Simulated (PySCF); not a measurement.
Predicted microwave data (PySCF, PBE0-D3(BJ)/def2-SVP geometry optimisation, gas phase) for one isomer of C2H7FGe:

| Property | Result |
| --- | --- |
| Rotational constants | A = 5289, B = 4777, C = 3108 MHz |
| Dipole components | \|μa\| = 0.07 D, \|μb\| = 2.55 D, \|μc\| = 0.21 D |
| Inertial defect | -38.77 u·Å² |
| κ | 0.53 |

Task: Which candidate fits, each taken in the one conformer that was computed?
A. `[F:1][CH2:2][CH2:3][GeH3:4]` with F1–C2–C3–Ge4 51°
B. `[CH3][GeH]([CH3])[F]`
C. `C[C@@H](F)[GeH3]`

Result: B. It is [CH3][GeH]([CH3])[F], an asymmetric top. The candidates at the same level (rigid rotor, commonest isotopes):

```json
{"SMILES": "FC[CH2][GeH3]", "A (MHz)": "10410", "B (MHz)": "2263", "C (MHz)": "1996", "μa (D)": "0.17", "μb (D)": "1.88", "μc (D)": "0.31", "Δ (u·Å²)": "-18.58", "point group": "C1", "rotor": "near-prolate asymmetric top"}
{"SMILES": "C[C@@H](F)[GeH3]", "A (MHz)": "8044", "B (MHz)": "2692", "C (MHz)": "2183", "μa (D)": "0.10", "μb (D)": "1.47", "μc (D)": "0.66", "Δ (u·Å²)": "-19.07", "point group": "C1", "rotor": "asymmetric top"}
{"SMILES": "[CH3][GeH]([CH3])[F]", "A (MHz)": "5289", "B (MHz)": "4777", "C (MHz)": "3108", "μa (D)": "0.07", "μb (D)": "2.55", "μc (D)": "0.21", "Δ (u·Å²)": "-38.77", "point group": "–", "rotor": "asymmetric top"}
```

`FC[CH2][GeH3]` has A 97 % too high; `C[C@@H](F)[GeH3]` has A 52 % too high. No structure here is proved a minimum.
